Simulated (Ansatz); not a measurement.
`C[O][HfH]12345678([C@H]9[C@@H]1[C@@H]2[C@@H]3[C@H]94)[C@H]1[C@@H]5[C@@H]6[C@@H]7[C@H]18`, 27 atoms. Total charge 0; spin multiplicity 1. Correlated methods include outer-core shells of Hf, which these sets cover unevenly. Hf: def2 effective core potential. Hardware: A = 11 threads of an AMD EPYC 7R13 on a shared host; B = 11 threads of an AMD EPYC 7R13 on a shared host and a whole NVIDIA H100 80 GB. Correlated methods freeze the cores.

Question: Give the basis size and wall time and peak host memory of each of these runs in Ansatz. RKS BLYP-D4/def2-TZVPP energy [B]; RKS r2SCAN0-D4/def2-TZVPP energy [B]; RKS PBE-D4/def2-TZVPP energy and forces [B]; direct RPA on PBE orbitals/def2-TZVPP energy [B]; RHF-MP2/def2-QZVPP energy [B]; RKS ωB97M-V/def2-SVP energy [A]; RKS ωB97M-V/def2-QZVPP energy [B]; RKS PBE0-D4/def2-QZVPP energy [B]; RHF-CCSD(T)/def2-SVP energy [B]; RKS PBE0-D4/def2-TZVP relaxation (32 steps) [B]; RKS ωB97M-V/def2-TZVPP energy and forces [B]; RKS PBE0-D4/def2-SVP energy [A]. (An estimate is asked.)

Answer: Ansatz gave: Other jobs shared the machine, so times are rough.

```csv
level,job,functions,wall time,peak host memory (GiB)
RKS PBE0-D4/def2-SVP,energy [A],270,4.3 s,1.9
RKS BLYP-D4/def2-TZVPP,energy [B],624,4.4 s,1.2
RKS r2SCAN0-D4/def2-TZVPP,energy [B],624,5 s,1.9
RKS PBE-D4/def2-TZVPP,energy and forces [B],624,5.5 s,1.2
direct RPA on PBE orbitals/def2-TZVPP,energy [B],624,7.5 s,4.5
RKS PBE0-D4/def2-QZVPP,energy [B],1185,7.5 s,1.9
RKS ωB97M-V/def2-QZVPP,energy [B],1185,10 s,2.1
RHF-CCSD(T)/def2-SVP,energy [B],270,10 s,1.9
RHF-MP2/def2-QZVPP,energy [B],1185,10 s,2.1
RKS ωB97M-V/def2-SVP,energy [A],270,12 s,2.1
RKS ωB97M-V/def2-TZVPP,energy and forces [B],624,14 s,1.9
RKS PBE0-D4/def2-TZVP,relaxation (32 steps) [B],496,68 s,1.4
```
